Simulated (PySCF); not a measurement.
PySCF input file for CrH2O2, SMILES [Cr]([OH])[OH] (connectivity only; charge and spin as stated), neutral, multiplicity 5, TDA-M06-2X/def2-SVPD. Geometry optimised at PBE-D3(BJ)/def2-TZVP. The geometry has at least one imaginary mode, so it is a saddle point at that level. The spin state was assumed, not searched. Other conformers were not sampled.

```python
import numpy as np
from pyscf import gto, scf, dft, tdscf

mol = gto.M(
    atom='''
    Cr   -0.00000000   -0.00000000   -0.01302441
    O     0.00000000   -1.80892877    0.09903534
    H     0.00000000   -2.44358404   -0.63598977
    O     0.00000000    1.80892877    0.09903534
    H    -0.00000000    2.44358403   -0.63598978
    ''',
    basis='def2-SVPD',
    charge=0,
    spin=4,
    max_memory=1600,
    verbose=4,
)
mf = dft.UKS(mol, xc='m06-2x').density_fit(auxbasis='def2-universal-jkfit')
mf.grids.level = 4
mf.conv_tol = 1e-9
mf.max_cycle = 100
mf.kernel()
fine, coarse = mf.grids, dft.Grids(mol).set(level=1).build(with_non0tab=True)
for _ in range(3):  # follow internal instabilities
    mf.grids = coarse
    mo, _, stable, _ = mf.stability(return_status=True, nroots=4)
    mf.grids = fine
    if stable:
        break
    mf.kernel(mf.make_rdm1(mo, mf.mo_occ))
mf.grids = dft.Grids(mol).set(level=2).build(with_non0tab=True)  # coarser grid for the response kernel
td = tdscf.TDA(mf)
td.nstates = 10
td.conv_tol = 1e-4
td.positive_eig_threshold = 1e-6
td.kernel(x0=td.get_init_guess(mf, 15))
td.analyze()
```

Log of the run:

```
PySCF version 2.14.0

[INPUT] verbose = 4
[INPUT] num. atoms = 5
[INPUT] num. electrons = 42
[INPUT] charge = 0
[INPUT] spin (= nelec alpha-beta = 2S) = 4
[INPUT] symmetry False subgroup None
[INPUT] Mole.unit = angstrom
[INPUT] Symbol           X                Y                Z      unit          X                Y                Z       unit  Magmom
[INPUT]  1 Cr     0.000000000000   0.000000000000  -0.013024410000 AA    0.000000000000   0.000000000000  -0.024612567834 Bohr   0.0
[INPUT]  2 O      0.000000000000  -1.808928770000   0.099035340000 AA    0.000000000000  -3.418379954146   0.187149669253 Bohr   0.0
[INPUT]  3 H      0.000000000000  -2.443584040000  -0.635989770000 AA    0.000000000000  -4.617704597958  -1.201846483325 Bohr   0.0
[INPUT]  4 O      0.000000000000   1.808928770000   0.099035340000 AA    0.000000000000   3.418379954146   0.187149669253 Bohr   0.0
[INPUT]  5 H      0.000000000000   2.443584030000  -0.635989780000 AA    0.000000000000   4.617704579061  -1.201846502222 Bohr   0.0

nuclear repulsion = 142.341697004477
number of shells = 38
number of NR pGTOs = 162
number of NR cGTOs = 96
basis = def2-SVPD
ecp = {}


[settings echo left out]
init E= -1195.16708222514
  alpha nocc = 23  HOMO = -0.275106786279317  LUMO = -0.267264667800565
  beta  nocc = 19  HOMO = -0.488752932375334  LUMO = -0.297821274527146

WARN: HOMO -0.275106786279317 >= LUMO -0.297821274527146

cycle= 1 E= -1195.66640491069  delta_E= -0.499  |g|= 0.583  |ddm|= 2.11
  alpha nocc = 23  HOMO = -0.215422420799992  LUMO = 0.0266049358358628
  beta  nocc = 19  HOMO = -0.24178905892089  LUMO = -0.155729432416189
  HOMO = -0.2154224208  LUMO = -0.155729432416  gap/eV = 1.62433
cycle= 2 E= -1195.55628424998  delta_E= 0.11  |g|= 0.811  |ddm|= 1.07
  alpha nocc = 23  HOMO = -0.275754450791491  LUMO = 0.0331039289342332
  beta  nocc = 19  HOMO = -0.382833339159558  LUMO = -0.110582894242766
  HOMO = -0.275754450791  LUMO = -0.110582894243  gap/eV = 4.49455
cycle= 3 E= -1195.8174117048  delta_E= -0.261  |g|= 0.112  |ddm|= 0.58
  alpha nocc = 23  HOMO = -0.310722881220144  LUMO = -0.00121622348233563
  beta  nocc = 19  HOMO = -0.38069712485793  LUMO = -0.134240158854911
  HOMO = -0.31072288122  LUMO = -0.134240158855  gap/eV = 4.80234
cycle= 4 E= -1195.82325553534  delta_E= -0.00584  |g|= 0.0386  |ddm|= 0.16
  alpha nocc = 23  HOMO = -0.304386171534959  LUMO = 0.0154884320559135
  beta  nocc = 19  HOMO = -0.377739288626478  LUMO = -0.125735362652446
  HOMO = -0.304386171535  LUMO = -0.125735362652  gap/eV = 4.86134
cycle= 5 E= -1195.82438569684  delta_E= -0.00113  |g|= 0.00789  |ddm|= 0.0539
  alpha nocc = 23  HOMO = -0.306544254107771  LUMO = 0.0136109168554058
  beta  nocc = 19  HOMO = -0.379242231291717  LUMO = -0.124194881802373
  HOMO = -0.306544254108  LUMO = -0.124194881802  gap/eV = 4.96198
cycle= 6 E= -1195.82452097682  delta_E= -0.000135  |g|= 0.00395  |ddm|= 0.0253
  alpha nocc = 23  HOMO = -0.306869503979124  LUMO = 0.0141436909686896
  beta  nocc = 19  HOMO = -0.380103314277385  LUMO = -0.125448776327654
  HOMO = -0.306869503979  LUMO = -0.125448776328  gap/eV = 4.93671
cycle= 7 E= -1195.82455832688  delta_E= -3.74e-05  |g|= 0.0012  |ddm|= 0.014
  alpha nocc = 23  HOMO = -0.306880302340008  LUMO = 0.014518046758418
  beta  nocc = 19  HOMO = -0.380472215820826  LUMO = -0.124574085366107
  HOMO = -0.30688030234  LUMO = -0.124574085366  gap/eV = 4.96080
cycle= 8 E= -1195.82456198803  delta_E= -3.66e-06  |g|= 0.000393  |ddm|= 0.0045
  alpha nocc = 23  HOMO = -0.306818761363767  LUMO = 0.0143109818455825
  beta  nocc = 19  HOMO = -0.380618263304138  LUMO = -0.125237147666907
  HOMO = -0.306818761364  LUMO = -0.125237147667  gap/eV = 4.94109
cycle= 9 E= -1195.82456229201  delta_E= -3.04e-07  |g|= 0.000157  |ddm|= 0.00123
  alpha nocc = 23  HOMO = -0.306776684806051  LUMO = 0.0143552956023887
  beta  nocc = 19  HOMO = -0.380679658004704  LUMO = -0.125098972493878
  HOMO = -0.306776684806  LUMO = -0.125098972494  gap/eV = 4.94370
cycle= 10 E= -1195.82456235993  delta_E= -6.79e-08  |g|= 5.37e-05  |ddm|= 0.000708
  alpha nocc = 23  HOMO = -0.306768556449605  LUMO = 0.0143208843764214
  beta  nocc = 19  HOMO = -0.380705078998523  LUMO = -0.125194900087419
  HOMO = -0.30676855645  LUMO = -0.125194900087  gap/eV = 4.94087
cycle= 11 E= -1195.82456236666  delta_E= -6.73e-09  |g|= 1.61e-05  |ddm|= 0.000224
  alpha nocc = 23  HOMO = -0.306766118507105  LUMO = 0.0143232564003106
  beta  nocc = 19  HOMO = -0.380704095411616  LUMO = -0.125186696268888
  HOMO = -0.306766118507  LUMO = -0.125186696269  gap/eV = 4.94103
cycle= 12 E= -1195.82456236694  delta_E= -2.86e-10  |g|= 1.19e-05  |ddm|= 3.55e-05
  alpha nocc = 23  HOMO = -0.306766460102824  LUMO = 0.0143228695403306
  beta  nocc = 19  HOMO = -0.380709929716364  LUMO = -0.125185750852314
  HOMO = -0.306766460103  LUMO = -0.125185750852  gap/eV = 4.94106
Extra cycle  E= -1195.82456236693  delta_E= 1.55e-11  |g|= 1.6e-05  |ddm|= 2.03e-05
converged SCF energy = -1195.82456236693  <S^2> = 6.0211072  2S+1 = 5.0084358
tot grids = 22760
uhf_internal: lowest eigs of H = [0.0167553  0.0307223  0.09410311 0.1048383 ]
<class 'pyscf.df.df_jk.DFUKS'> wavefunction is stable in the internal stability analysis
tot grids = 46416
Overwritten attributes  positive_eig_threshold  of <class 'pyscf.tdscf.uks.TDA'>


******** <class 'pyscf.tdscf.uks.TDA'> for <class 'pyscf.df.df_jk.DFUKS'> ********
nstates = 10
deg_eia_thresh = 1.000e-03
wfnsym = None
conv_tol = 0.0001
eigh lindep = 1e-12
eigh level_shift = 0
eigh max_cycle = 100


Excitation energies (eV)
[0.12242377 0.27272497 1.11269678 1.20093213 3.93127931 4.14693798
 4.64657154 5.10706471 5.22275787 5.25195339]

** Excitation energies and oscillator strengths **
Excited State   1:      0.12242 eV  10127.46 nm  f=0.0000
      14a ->   24a     -0.15112
      16a ->   24a     -0.27998
      18a ->   24a      0.14723
      23a ->   24a     -0.93095
Excited State   2:      0.27272 eV   4546.13 nm  f=0.0000
      15a ->   24a     -0.18104
      17a ->   24a     -0.48678
      22a ->   24a     -0.84625
Excited State   3:      1.11270 eV   1114.27 nm  f=0.0000
      19a ->   24a     -0.98548
      21a ->   24a      0.12111
Excited State   4:      1.20093 eV   1032.40 nm  f=0.0000
      16a ->   24a      0.13781
      18a ->   24a     -0.96234
      23a ->   24a     -0.20089
Excited State   5:      3.93128 eV    315.38 nm  f=0.0002
      18b ->   20b     -0.98523
Excited State   6:      4.14694 eV    298.98 nm  f=0.0000
      17b ->   20b     -0.98936
Excited State   7:      4.64657 eV    266.83 nm  f=0.0154
      16b ->   22b     -0.10733
      16b ->   24b      0.13733
      19b ->   20b     -0.95651
      19b ->   23b     -0.16026
Excited State   8:      5.10706 eV    242.77 nm  f=0.0062
      23a ->   25a     -0.20358
      14b ->   20b     -0.10900
      16b ->   20b     -0.90602
      16b ->   21b     -0.17273
      16b ->   23b      0.14674
      19b ->   24b      0.15637
Excited State   9:      5.22276 eV    237.39 nm  f=0.0637
      19a ->   24a     -0.11377
      21a ->   24a     -0.91375
      22a ->   25a      0.19289
      22a ->   32a     -0.10138
      17b ->   22b      0.15511
      18b ->   21b      0.11252
      19b ->   27b      0.19452
Excited State  10:      5.25195 eV    236.07 nm  f=0.0053
      17a ->   24a      0.84522
      22a ->   24a     -0.49183
      23a ->   27a     -0.12371

** Transition electric dipole moments (AU) **
state          X           Y           Z        Dip. S.      Osc.
  1        -0.0000     -0.0000      0.0000      0.0000      0.0000
  2        -0.0221      0.0000     -0.0000      0.0005      0.0000
  3        -0.0000     -0.0196     -0.0000      0.0004      0.0000
  4         0.0000     -0.0000      0.0000      0.0000      0.0000
  5         0.0000      0.0402      0.0000      0.0016      0.0002
  6         0.0000     -0.0000     -0.0000      0.0000      0.0000
  7        -0.3677      0.0000     -0.0000      0.1352      0.0154
  8         0.0000      0.0000     -0.2223      0.0494      0.0062
  9        -0.0000      0.7054     -0.0000      0.4976      0.0637
 10        -0.2023     -0.0000      0.0000      0.0409      0.0053

** Transition velocity dipole moments (imaginary part, AU) **
state          X           Y           Z        Dip. S.      Osc.
  1        -0.0000     -0.0000      0.0000      0.0000      0.0000
  2         0.0053     -0.0000     -0.0000      0.0000      0.0019
  3        -0.0000     -0.0017     -0.0000      0.0000      0.0000
  4         0.0000      0.0000      0.0000      0.0000      0.0000
  5         0.0000     -0.0152     -0.0000      0.0002      0.0011
  6         0.0000      0.0000     -0.0000      0.0000      0.0000
  7        -0.0121     -0.0000     -0.0000      0.0001      0.0006
  8        -0.0000     -0.0000     -0.0019      0.0000      0.0000
  9        -0.0000      0.0625     -0.0000      0.0039      0.0136
 10        -0.0114     -0.0000      0.0000      0.0001      0.0004

** Transition magnetic dipole moments (imaginary part, AU) **
state          X           Y           Z
  1        -0.0000     -0.0000      1.1663
  2         0.0000      0.9922      0.0000
  3        -0.9443      0.0000      0.0000
  4        -0.0000      0.0000     -0.8544
  5         0.3679      0.0000      0.0000
  6         0.0000     -0.0000     -0.5312
  7         0.0000      0.0175     -0.0000
  8         0.0000     -0.0000     -0.0000
  9         0.2228      0.0000     -0.0000
 10        -0.0000      0.0341      0.0000
```

Self-consistency was reached.
